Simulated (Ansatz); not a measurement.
Stepwise reaction of `[NH2][In]([NH2])[OH]` with hydrogen, as a gas-phase model of exchange steps in deposition or etching. ΔE in kJ/mol; ΔG adds harmonic PBE0-D4 terms to CCSD(T)/CBS, at 1 bar.

Computed with Ansatz on PBE0-D4/def2-TZVP structures; ΔE is electronic, products minus reactants. CCSD(T)/CBS is the MP2 limit (def2-TZVPP, def2-QZVPP) plus CCSD(T) − MP2 in def2-TZVPP, frozen cores. This one scheme is used for every species. Functionals use def2-TZVPP. B3LYP here is the variant with VWN-RPA as its local correlation; programs differ in this. Elements past krypton have def2 core potentials. For In outer-core shells are correlated without core-valence functions, which leaves a few kJ/mol of doubt a bond. Each species was taken in one conformer, which may not be the lowest.

```csv
step,reaction,PBE-D4,B3LYP-D4,ωB97M-V,CCSD(T)/CBS,ΔG(600 K)
1,`[NH2][In]([NH2])[OH]` + H₂ → `[NH2][InH][OH]` + NH₃,-24.1,-25.5,-27.5,-17.2,-17.2
```

**Question.** Give the row of step 2, `[NH2][InH][OH]` + H₂ → `[OH][InH2]` + NH₃. (Best estimate.)

**Answer.** Ansatz gave: 
| step | reaction | PBE-D4 | B3LYP-D4 | ωB97M-V | CCSD(T)/CBS | ΔG(600 K) |
| --- | --- | --- | --- | --- | --- | --- |
| 2 | `[NH2][InH][OH]` + H₂ → `[OH][InH2]` + NH₃ | -11.2 | -12.1 | -13.4 | -3.2 | -2.8 |

**Question.** By hand: ΔE of the 2 steps together at CCSD(T)/CBS.

**Answer.** (-17.2) + (-3.2) = -20.4 kJ/mol, or -10.2 kJ/mol a step.

In ΔE each step is higher than the one before. ΔG lies between -17.2 and -2.8 kJ/mol a step. PBE-D4 differs from CCSD(T)/CBS by -8.0 to -6.9 kJ/mol a step. Isolated molecules leave out the surface, adducts and barriers. Largest T1 diagnostic: 0.017.
